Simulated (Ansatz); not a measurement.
Cartesian coordinates in Å:
```
N -0.285 0.957 -1.452
C -0.158 0.183 -0.379
C 0.020 -0.488 0.616
Te 0.073 -1.728 2.184
H -0.105 0.543 -2.353
H -1.021 1.645 -1.448
H 1.477 -1.112 2.833
```

The species carries charge 0 and has multiplicity 1. Te: def2 effective core potential.

Problem. List the CAM-B3LYP/def2-TZVPP orbital energies in eV (the Gaussian-basis code of Ansatz). (Estimate.)

Solution. The calculation gave: Occupied: -392.52, -279.58, -278.60, -172.65, -121.97, -121.85, -121.61, -45.70, -45.63, -45.41, -45.31, -45.29, -27.72, -22.28, -19.78, -17.33, -16.67, -12.96, -12.12, -10.81, -9.88, -7.82, -7.22. Lowest empty: 0.59, 1.34, 1.57, 2.22, 3.05, 3.45, 4.08, 4.77.
